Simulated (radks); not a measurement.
Numerical settings for neutral caesium, [Xe] 6s1. All-electron calculation, Dirac Kohn-Sham, LDA (Slater exchange, Perdew-Wang correlation), spin-unpolarised, spherical densities, finite nucleus; Fermi nuclear charge, rms radius 4.8041 fm. Program: a radial shooting solver on a logarithmic mesh with Libxc functionals. The defaults (mesh step 0.008 in ln r, mesh end at 40 bohr or more with all orbitals vanishing there, Anderson mixing 0.5 over 9 steps, residual threshold near 1e-9 with the energy settled to 1e-9 hartree or 1e-11 of itself, here a cap of 92 iterations) give E = -7783.8774 hartree and 6s1/2 at -2.225 eV in 14 iterations. Times are rough (one thread of a shared host). Changes against that run (0 stands for a change within the tolerance of the run):

setting                     iterations         converged  E (mhartree)  e(6s1/2) (meV)  CPU (s)
mesh step in ln r 0.005             14               yes             0               0     0.22
mesh step in ln r 0.012             14               yes             0               0      0.1
mesh step in ln r 0.2                4                no      diverged               -     0.01
mesh end (bohr) 2                   13  level above zero     +2.51e+04       +2.65e+05      0.1
mesh end (bohr) 400                 14               yes             0               0     0.14
residual threshold 0.001             7               yes             0           +2.91     0.09
residual threshold 1e-13            21               yes             0               0     0.18
mixing 0.01                         24               yes             0               0     0.22
linear mixing, mixing 0.05          92                no      +0.00269           -13.3     0.74
linear mixing, mixing 0.5           30               yes             0               0     0.24
mixing history 3                    15               yes             0               0     0.15
iteration cap 3                      3                no        +0.761            -244     0.05

Settled on a wrong energy, with an occupied level pushed above zero by the early mesh end: mesh end (bohr) 2 (+25.1 hartree). Apart from these: no run marked as converged misses the energy by more than 1 mhartree. A mesh that ends early acts as a hard wall.
